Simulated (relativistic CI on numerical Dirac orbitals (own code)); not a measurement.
Computed by Dirac-Coulomb-Breit CI, orbitals from a KLI potential per configuration, model QED (radiative potential, 1s self-energy scaled to tabulated hydrogen-like ionisation energies), unscaled Slater integrals (own radial code, finite nucleus).

The strongest absorption lines from the ground level of an ion, among the configurations computed and to levels below about 2230 eV (vacuum wavelength in nm, gf): 0.56680 (0.12), 0.57138 (0.061), 0.73740 (0.0023), 0.77677 (0.033), 0.79178 (0.33), 0.80828 (0.22), 6.2714 (0.5), 12.999 (0.048).

**Question.** Which ion is it?
A. Ce46+
B. Xe42+
C. Xe44+
D. Xe40+

**Answer.** B. Xe42+ has 12 electrons and the ground level 3s2 1S_0; the strongest line goes to 3s.3p 1P°_1. The pattern of lines fixes the number of electrons, and along that sequence the line energies rise steadily with the charge (about as its square where n changes within one kind of shell, about linearly where n is kept but much faster in heavy ions where fine structure, which grows about as Z⁴, sets the gap, and irregularly where shells cross), which fixes Z. Configurations outside the model, such as inner-shell arrays, can give stronger lines. At this charge energies of transitions that change n are usually good to better than 1 %, and those within a shell (Δn = 0) to a few per cent.

LS names give the leading component of a level, which can be under half, so a name can repeat, a term be missing and a line seem to break the LS rules.
